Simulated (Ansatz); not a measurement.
Reaction (formal exchange of groups at a C–B bond): `CNB(C)O` + `OC[SiH2]F` → `C[SiH](F)CO` + `CNBO`

Calculated with Ansatz (gas phase, PBE0-D4/def2-TZVP geometries, no zero-point term in ΔE). CBS: MP2 limit from def2 TZ/QZ plus the TZ coupled-cluster correction, frozen cores. Each species was taken in one conformer, which may not be the lowest.

```json
{"species": "`CNB(C)O`", "CCSD(T)/CBS(def2) energy (Eh)": "-235.69647"}
{"species": "`OC[SiH2]F`", "CCSD(T)/CBS(def2) energy (Eh)": "-505.15298"}
{"species": "`C[SiH](F)CO`", "CCSD(T)/CBS(def2) energy (Eh)": "-544.43359"}
{"species": "`CNBO`", "CCSD(T)/CBS(def2) energy (Eh)": "-196.42143"}
```

Work out ΔE.

ΔE = (-544.43359) + (-196.42143) − (-235.69647) − (-505.15298) = -0.00557 Eh = -0.15 eV.

Largest T1 diagnostic among the species: 0.012.
